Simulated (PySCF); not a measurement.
Arsenic: a sound run and one with changed settings

Sound run: As [Ar] 3d10 4s2 4p3, As⁺ [Ar] 3d10 4s2 4p2. All numbers are calculated (PySCF 2.14, scalar relativity by spin-free X2C-1e, in cc-pVDZ-DK (5s4p2d, 27 functions)). In the sound run the correlated levels freeze [Ar] 3d10. The sound run starts from symmetry-adapted Hartree-Fock orbitals and uses a fine grid where one is needed.

Changed run: the non-relativistic Hamiltonian (point nucleus). This setting is unsound on purpose.

```json
{"species": "As", "method": "UHF", "sound run (hartree)": "-2258.91690", "changed run (hartree)": "-2219.99286", "converged": "yes"}
{"species": "As", "method": "PBE0", "sound run (hartree)": "-2260.34253", "changed run (hartree)": "-2221.42047", "converged": "yes"}
{"species": "As", "method": "r2SCAN", "sound run (hartree)": "-2260.59359", "changed run (hartree)": "-2221.67135", "converged": "yes"}
{"species": "As", "method": "MP2", "sound run (hartree)": "-2258.97105", "changed run (hartree)": "-2220.04754", "converged": "yes"}
{"species": "As", "method": "CCSD(T)", "sound run (hartree)": "-2258.98623", "changed run (hartree)": "-2220.06322", "converged": "yes"}
{"species": "As⁺", "method": "UHF", "sound run (hartree)": "-2258.57056", "changed run (hartree)": "-2219.64504", "converged": "yes"}
{"species": "As⁺", "method": "PBE0", "sound run (hartree)": "-2259.97745", "changed run (hartree)": "-2221.05377", "converged": "yes"}
{"species": "As⁺", "method": "r2SCAN", "sound run (hartree)": "-2260.22254", "changed run (hartree)": "-2221.29878", "converged": "yes"}
{"species": "As⁺", "method": "MP2", "sound run (hartree)": "-2258.61262", "changed run (hartree)": "-2219.68772", "converged": "yes"}
{"species": "As⁺", "method": "CCSD(T)", "sound run (hartree)": "-2258.62952", "changed run (hartree)": "-2219.70544", "converged": "yes"}
```

Ionisation energy of As:

```json
{"method": "UHF", "sound run (eV)": "9.425", "changed run (eV)": "9.465"}
{"method": "PBE0", "sound run (eV)": "9.934", "changed run (eV)": "9.978"}
{"method": "r2SCAN", "sound run (eV)": "10.097", "changed run (eV)": "10.138"}
{"method": "MP2", "sound run (eV)": "9.753", "changed run (eV)": "9.791"}
{"method": "SCS-MP2", "sound run (eV)": "9.636", "changed run (eV)": "9.675"}
{"method": "CCSD", "sound run (eV)": "9.704", "changed run (eV)": "9.734"}
{"method": "CCSD(T)", "sound run (eV)": "9.707", "changed run (eV)": "9.736"}
```

Most of the change in total energy is the relativistic energy itself. On top of that the contraction fixes the core shape for the Hamiltonian it was made with, so the changed run is not a good calculation with the other Hamiltonian either.

For comparison, NIST gives 9.789 eV between the lowest levels.
